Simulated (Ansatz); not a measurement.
A geometry relaxed with B3LYP-D3(BJ)/def2-TZVP (Ansatz, a program for electronic structure), charge 0, multiplicity 1:

```xyz
13

H      0.8103     2.7802    -0.3796
H      0.7089     1.3396    -2.3004
H     -1.3767    -2.0221    -1.2858
H      1.7676    -1.9415     1.2549
B     -0.0386     0.0201     0.0263
H     -2.9141    -0.5319    -0.1853
H     -1.3168     2.2751    -1.3927
H      1.2491     0.0720     2.4655
Si    -1.6066    -1.2206    -0.0496
Si     0.0105     1.7151    -1.0374
H     -1.6867    -2.1640     1.0934
Si     1.5644    -0.4779     1.1151
H      2.8355     0.1356     0.6559
```

Write the SMILES of this molecule.

`[SiH3]B([SiH3])[SiH3]`
